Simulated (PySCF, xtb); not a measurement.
C3H5BFNO, SMILES CN1C=C(F)B1O.

Geometry optimised at B3LYP-D3(BJ)/def2-SVP. The structure was generated by enumeration, and PubChem lists no compound with its InChIKey, so it may never have been made. Other conformers were not sampled.

These are PySCF with C-PCM-PBE0/def2-SVP values and carry that method's errors.

The values are the electrostatic part of the solvation free energy, E(continuum) − E(gas) at the gas-phase geometry, in a cavity of scaled van der Waals radii (PySCF's table); cavitation and dispersion terms are not included. In vacuum the orbital gap is 5.17 eV. The dipole moment in vacuum is 3.04 D.

**Question.** Estimate the values in water (ε = 78.36), cyclohexanone (ε = 15.62), toluene (ε = 2.37). (The exact figures need the calculation; the answer reports its results.)

**Answer.** 
| solvent | ε | ΔG(elec) (kcal/mol) | dipole (D) | gap (eV) |
|---|---|---|---|---|
| water | 78.36 | -6.8 | 3.83 | 5.22 |
| cyclohexanone | 15.62 | -6.4 | 3.78 | 5.22 |
| toluene | 2.37 | -3.8 | 3.46 | 5.20 |

For comparison, GFN2-xTB/ALPB(water) (xtb, at the GFN2-xTB geometry, all terms of that model) gives -7.6 kcal/mol.
